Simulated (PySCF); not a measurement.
PySCF 2.14 output of an unrestricted M06-2X calculation on a single atom or ion in ANO-RCC-VTZP (8s7p5d3f2g1h, 104 functions), with scalar relativity by spin-free X2C-1e:

```
SCF conv_tol = 1e-09
number electrons alpha = 36  beta = 32
    Y. Zhao and D. G. Truhlar.,  Theor. Chem. Acc. 120, 215 (2008)
    Y. Zhao and D. G. Truhlar.,  Theor. Chem. Acc. 120, 215 (2008)
cycle= 1 E= -13086.7115868063  delta_E= -0.0224  |g|= 0.301  |ddm|= 0.209
cycle= 2 E= -13086.6908425004  delta_E= 0.0207  |g|= 0.572  |ddm|= 0.14
cycle= 3 E= -13086.7194645039  delta_E= -0.0286  |g|= 0.0157  |ddm|= 0.0955
cycle= 4 E= -13086.7194947746  delta_E= -3.03e-05  |g|= 0.00314  |ddm|= 0.00629
cycle= 5 E= -13086.7194976127  delta_E= -2.84e-06  |g|= 0.000561  |ddm|= 0.00288
cycle= 6 E= -13086.7194979865  delta_E= -3.74e-07  |g|= 0.000245  |ddm|= 0.00154
cycle= 7 E= -13086.7194980049  delta_E= -1.85e-08  |g|= 2.21e-05  |ddm|= 0.000295
cycle= 8 E= -13086.7194980054  delta_E= -5.11e-10  |g|= 2.7e-06  |ddm|= 5.38e-05
converged SCF energy = -13086.7194980054  <S^2> = 6.0045018  2S+1 = 5.0018004
```

The run itself started from symmetry-adapted Hartree-Fock orbitals and held the occupation by maximum overlap, on a logarithmic radial grid, so the iterations belong to that start.

Which element, charge and spin multiplicity is this?

Er (erbium, neutral), multiplicity 5; the state was [Xe] 4f12 6s1 6p1, one real determinant (an excited configuration).

⟨L²⟩ = 26.03 against 42 for a pure I term, so this real determinant mixes terms. Spin-orbit coupling, absent here, splits the open shell strongly.
